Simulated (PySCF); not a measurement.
**Computed spin Hamiltonian**

Compound: C3H8OPSi2 (doublet state).
Structure used (GFN2-xTB), in Å, numbered top down from 1:
```
atom  x, y, z in Å
C1    -3.547   -0.631   -0.407
O2    -2.906    0.522   -0.557
Si3   -1.755    1.340    0.264
C4    -0.165    0.379    0.326
C5     0.855   -0.276    0.337
Si6    2.484   -1.155    0.340
P7     4.083    0.082   -0.643
H8    -3.355   -1.261    0.439
H9    -4.203   -0.925   -1.203
H10   -1.655    2.512   -0.592
H11   -2.157    1.572    1.656
H12    2.891   -1.375    1.732
H13    2.366   -2.410   -0.409
H14    3.712    1.271   -0.042
H15    3.347    0.364   -1.780
```

The hyperfine couplings belong to this conformer and change with its torsions.

Identity: `[CH2]O[SiH2]C#C[SiH2]P` [radical].

Level of theory: PySCF, UKS B3LYP, pcH-1 on C H O P Si, non-relativistic, mean-field spin-orbit, GIAO. The structure is a single GFN2-xTB conformer in the gas phase; no vibrational or solvent corrections. The geometry wasn't refined by DFT: couplings that depend on bond lengths, twists or pyramidal angles can differ widely from those at the functional's own minimum. The SCF solution wasn't tested for stability.

```
g1, g2, g3                      : 2.00213, 2.00334, 2.00402
g_iso                           : 2.00316
Form of g                       : rhombic: the two nearest values differ by 36 % of g3 − g1
⟨S²⟩                            : 0.7534 (exact 0.7500)
HOMO–LUMO gap, α and β orbitals : 3.71, 6.06 eV
Basis functions                 : 285
```

Hyperfine couplings atom by atom, in MHz; T1 to T3 are the principal values of the dipolar part:

| atom | isotope | a_iso | of which spin–orbit | T1 | T2 | T3 | Mulliken spin population |
| --- | --- | --- | --- | --- | --- | --- | --- |
| C1 | 13C | 87.0 | -0.1 | -80.9 | -78.6 | 159.5 | 0.98 |
| O2 | 17O | -12.1 | 0.0 | -52.1 | 25.4 | 26.7 | 0.09 |
| Si3 | 29Si | 0.5 | 0.0 | -3.2 | 1.1 | 2.1 | 0.01 |
| C4 | 13C | 9.4 | 0.0 | -0.9 | 0.0 | 0.9 | 0.00 |
| C5 | 13C | 1.9 | 0.0 | -0.6 | 0.1 | 0.4 | 0.00 |
| Si6 | 29Si | -0.1 | 0.0 | -0.2 | 0.1 | 0.1 | 0.00 |
| P7 | 31P | 0.0 | 0.0 | -0.1 | -0.1 | 0.1 | 0.00 |
| H8 | 1H | -64.7 | 0.0 | -38.2 | 0.2 | 38.1 | -0.04 |
| H9 | 1H | -65.6 | 0.0 | -38.2 | 0.1 | 38.1 | -0.05 |
| H10 | 1H | -3.6 | 0.0 | -2.7 | -1.8 | 4.5 | 0.00 |
| H11 | 1H | 9.3 | 0.0 | -2.3 | -2.0 | 4.3 | 0.01 |
| H12 | 1H | 0.1 | 0.0 | -0.3 | -0.3 | 0.5 | 0.00 |
| H13 | 1H | 0.1 | 0.0 | -0.4 | -0.3 | 0.7 | 0.00 |
| H14 | 1H | 0.0 | 0.0 | -0.2 | -0.2 | 0.4 | 0.00 |
| H15 | 1H | 0.0 | 0.0 | -0.2 | -0.2 | 0.5 | 0.00 |

The largest Mulliken spin populations are on C1 (+0.98) and O2 (+0.09). No atom but C1 exceeds +0.15. The angles at C1 add up to 359.9°, so it is planar; its axial dipolar tensor and the negative couplings of its protons fit spin in a p orbital normal to that plane.

Under fast tumbling the dipolar parts average out, and these isotropic splittings remain: 1 × 1H (H9, I = 1/2, 2 lines) with 2.34 mT, 1 × 1H (H8, I = 1/2, 2 lines) with 2.31 mT and 2 × 1H (H10/H11, I = 1/2, 3 lines) with 0.10 mT.

Means are taken over nuclei equivalent by connectivity, which assumes that they swap fast. H8 and H9 aren't averaged: C1 is flat or nearly so (angle sum 360°), and its turn about the short C1–O2 bond (1.33 Å) is taken as slow. The 1H value of +2.9 MHz is a mean of couplings from -3.6 to 9.3 MHz in this one geometry, not an average over conformers.

The 13C coupling of C1 (87.0 MHz) shows only in satellite lines or after enrichment, since that isotope makes up about 1.07 % of natural carbon.

The 17O coupling of O2 (-12.1 MHz) shows only in satellite lines or after enrichment, since that isotope makes up about 0.038 % of natural oxygen.

Examples of negative spin density at the nucleus (bohr⁻³): H9 (-0.0147) and H8 (-0.0145).

On an Arm Neoverse V1 with one thread, shared host with 32 logical CPUs at a one-minute load of 39, this took 2.0 min wall (grids of density and orbitals included) and 0.97 GiB of memory at its peak.
